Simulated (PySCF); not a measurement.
# One molecule, several mistakes: ClH4OSi2 cation

All numbers below are calculated, not measured. They come from PySCF 2.14.0, an open-source quantum chemistry program, on an isolated molecule that a program drew, which may never have been made. The molecule is ClH4OSi2 cation (charge +1, singlet), drawn as the SMILES string `[SiH2+]O[SiH2]Cl`.

Each row is a Hartree-Fock (HF) and frozen-core CCSD(T) single point in the cc-pV(D+d)Z basis, meant for a local HF minimum. Run 1 is clean. Each other run has one planted mistake out of seven kinds, and not every kind appears here: one electron removed, one electron added, multiplicity raised by two, geometry at a saddle point, minimal basis STO-3G, one bond length entered in bohr, all coordinates scaled. The reference is restricted for singlets and unrestricted otherwise, and also for a bond in bohr. Adding or removing an electron swaps singlet and doublet. Electrons count all cores. HOMO and LUMO are orbital energies over both spins, the gradient is its largest component, and the lowest frequency (negative if imaginary) is given only where the gradient is small. Bond lengths are over the 7 bonds as drawn. T1 is the CCSD diagnostic: over 0.02 (restricted) or 0.045 (unrestricted) a single reference is doubtful.

Geometry of the clean run:
```xyz
8
ClH4OSi2 cation, angstrom
Si   -0.3998    2.7738    1.3872
O    -1.1088    1.7480    0.4668
Si   -1.3798    0.5842   -0.7845
Cl    0.4059    0.3734   -1.7235
H     1.0118    3.0720    1.1870
H    -1.1880    3.4087    2.4330
H    -1.7713   -0.6312   -0.0827
H    -2.3798    1.1956   -1.6500
```

```
run  electrons  basis functions  <S^2>  HOMO (eV)  LUMO (eV)  gradient (hartree/bohr)  lowest frequency (cm^-1)  mean bond (Å)  longest bond (Å)      T1  HF (hartree)  CCSD(T) (hartree)                          mistake
  1         56              103  0.000     -16.47      -4.93                  2.8e-06                        59         1.5907             2.028  0.0147   -1114.42226        -1114.97315                         no fault
  2         56              103  2.024     -12.64      -8.57                  1.2e-01                         -         1.5907             2.028  0.0627   -1114.22695        -1114.77154       multiplicity raised by two
  3         57              103  0.769      -6.43       3.00                  7.5e-02                         -         1.5907             2.028  0.0128   -1114.63030        -1115.19190               one electron added
  4         56              103  0.000     -16.36      -4.98                  1.7e-02                         -         1.6272             2.075  0.0158   -1114.41776        -1114.97236           all coordinates scaled
  5         56              103  0.840     -14.14      -4.98                  1.2e-02                         -         1.7758             2.753  0.0422   -1114.30338        -1114.84447  one bond length entered in bohr
  6         55              103  0.761     -23.44     -13.60                  7.2e-02                         -         1.5907             2.028  0.0327   -1113.86937        -1114.39721                                ?
```

**Which mistake was planted in run 6, and what did it cost?**

It counts 55 electrons, one fewer than the clean run, at the same geometry and basis. So the mistake is: one electron removed. Subtracting run 1 and multiplying by 627.51 kcal/mol a hartree, the energy moved by 346.9 kcal/mol in HF and 361.4 kcal/mol in CCSD(T).

Cautions from the logs. Run 2: T1 is over the limit, so its CCSD(T) energy is less reliable.
